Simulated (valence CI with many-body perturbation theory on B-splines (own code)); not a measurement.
# Cr XI in brief

Level of theory: configuration interaction combined with many-body perturbation theory (CI+MBPT): four valence electrons over a frozen Dirac-Fock core [Ne], radial functions for each j: 11 s, 11 p, 10 d, 8 f, 5 g, 2 h, with the one-electron correlation potential Σ1 (screened to all orders), the two-electron term Σ2, the three-electron term Σ3, Breit, model QED; selected single and double excitations, second order for the rest, scaled by the run's own slope (own B-spline code, finite nucleus).

No measured levels were compared; by estimate levels of excited configurations hold to 0.05 to 0.15 % of their energy, terms of the ground configuration to about 0.5 %. Among the levels kept, up to 640 cm⁻¹ of a level comes from second order outside the variational space, and about a tenth of that is noise between levels of different J, which matters for small intervals.

Rates and lifetimes use the calculated energies. Strong lines usually hold to 10 to 20 %, long lifetimes can be off by a factor of two.

(1) What is the ground level?

(2) How is the term 3P of the ground level split?

(3) How well does LS coupling describe the low levels?

(4) Name the longest-lived excited levels whose lifetime is computed, and their main decay.

(5) What is the ionisation energy?

Results:

(1) 3s2 3p2 3P_0, composition 94 % 3s2 3p2 3P + 2 % 3s2 3p2 1S.

(2) J = 0 at 0.00, J = 1 at 0.69, J = 2 at 1.49 eV.

(3) Among the lowest 20 levels the leading LS term, summed over configurations, holds 93 % on average. For single configurations the figures are 84 % in LS and 63 % in jj coupling. Terms mix most in the J = 2 level at 51.97 eV, where the leading one holds 49 %.

(4) 3s2 3p2 3P_1 at 0.69 eV lives 333 ms, mostly by M1 to 3s2 3p2 3P_0; 3s2 3p2 3P_2 at 1.49 eV lives 287 ms, mostly by M1 to 3s2 3p2 3P_1; 3s2 3p2 1D_2 at 4.61 eV lives 19.1 ms, mostly by M1 to 3s2 3p2 3P_2.

(5) 269.83 eV; NIST lists 270.8 ± 0.5 eV (semi-empirical).
